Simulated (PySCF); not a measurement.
**Molecular orbitals of CsTl⁺**

UHF at R = 4.474 Å; Cs def2-SVP with ECP46, Tl def2-SVP with ECP60; scalar-relativistic core potentials (PySCF 2.14). State: ²Σ⁺ (doublet), unpaired electrons σ ↑. Only the outer orbitals are listed, counted within each symmetry, core potentials removing the inner ones.

| spin | orbital | occ. | ε (eV) | on Cs (%) | main shells (%) |
| --- | --- | --- | --- | --- | --- |
| α | 3π | 1 | -22.74 | 100 | 100 Cs p |
| α | 3π | 1 | -22.74 | 100 | 100 Cs p |
| α | 5σ | 1 | -22.72 | 100 | 100 Cs p |
| α | 6σ | 1 | -16.25 | 1 | 99 Tl s |
| α | 7σ | 1 | -8.72 | 12 | 87 Tl p |
| α | 8σ | 0 | -2.97 | 97 | 92 Cs s |
| α | 4π | 0 | -2.81 | 32 | 68 Tl p, 22 Cs p, 10 Cs d |
| α | 4π | 0 | -2.81 | 32 | 68 Tl p, 22 Cs p, 10 Cs d |
| β | 3π | 1 | -22.73 | 100 | 100 Cs p |
| β | 3π | 1 | -22.73 | 100 | 100 Cs p |
| β | 5σ | 1 | -22.64 | 100 | 100 Cs p |
| β | 6σ | 1 | -14.95 | 0 | 100 Tl s |
| β | 7σ | 0 | -3.08 | 95 | 94 Cs s |
| β | 4π | 0 | -2.50 | 39 | 61 Tl p, 32 Cs p |
| β | 4π | 0 | -2.50 | 39 | 61 Tl p, 32 Cs p |

Problem. Which are the highest filled and the lowest empty level, where do they sit, and how wide is the gap?

Solution. Highest filled α 7σ at -8.72 eV (in %: 87 Tl p); lowest empty β 7σ at -3.08 eV (in %: 94 Cs s); the gap at UHF is 5.64 eV.

| Quantity | Value |
| --- | --- |
| bond order (Mayer) | 0.21 |
| ⟨S²⟩ | 0.759 |
| charge on Cs (Mulliken, basis-dependent) | 0.88 |
| charge on Cs (Löwdin, basis-dependent) | 0.69 |
| dipole moment (positive dipole points towards Tl; it is taken about the centre of mass and depends on that origin) | -10.05 D |
| polarisability along the bond | 151.1 bohr³ |
| polarisability across the bond | 59.2 bohr³ |

Spin–orbit coupling is left out, which matters for elements this heavy, above all for dissociation energies. The state is the lowest determinant that a PBE0 search found; another state may lie lower at other levels.
